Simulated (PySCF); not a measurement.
Numbering as in the mapped SMILES `[CH3:1][N:2]([CH3:3])[Si@H:4]1[CH2:5][C@H:6]([C:7]#[N:8])[CH2:9]1` (H(Xn): hydrogen on atom n). Ha(C5), Ha(C9) are cis to N2 on the ring; Hb(C5), Hb(C9) are trans to N2 on the ring.

- GFN2-xTB structure
- σ from GIAO-PBE0/pcSseg-1
- program: PySCF
- single conformer, no solvent model, relativity neglected, fast rotation and ring inversion assumed for equivalent nuclei

References, each an isolated molecule treated in the same way: ¹³C and ¹H and ²⁹Si against TMS; NH3 for ¹⁵N.

```csv
atoms,nucleus,count,δ (ppm)
H(Si4),¹H,1,5.69
C7,¹³C,1,130.4
C1/C3,¹³C,2,?
N8,¹⁵N,1,?
Si4,²⁹Si,1,?
C5/C9,¹³C,2,22.3
Hb(C5)/Hb(C9),¹H,2,1.62
C6,¹³C,1,16.2
Ha(C5)/Ha(C9),¹H,2,?
N2,¹⁵N,1,26.0
H(C6),¹H,1,2.99
H(C1)/H(C3),¹H,6,2.52
```

Estimate the values marked ?.

Results:


- C1/C3: 38.5 ppm, methyl carbon bonded to N; the inductive effect lowers its shielding
- Ha(C5)/Ha(C9): 1.84 ppm, hydrogen on an sp3 CH2 bonded to Si
- N8: 298.0 ppm, nitrile nitrogen
- Si4: -8.5 ppm, silicon bonded to 2 C, N, H, in a 4-membered ring

Shifts are as computed. Against solution values, carbons near 30 ppm lie about +3 ppm off and those near 130 ppm about +5 ppm. Of 1211 compounds with measured shifts, 218 miss one by over three times the rms of a fit or turn the order of signals round; such compounds aren't used in these exercises. Experimental scales use liquid or dissolved standards, which lie at an offset from isolated NH3 (liquid NH3: subtract about 20 ppm). Unscaled 15N shifts of sp2 nitrogen come out 20 to 40 ppm too high even then.
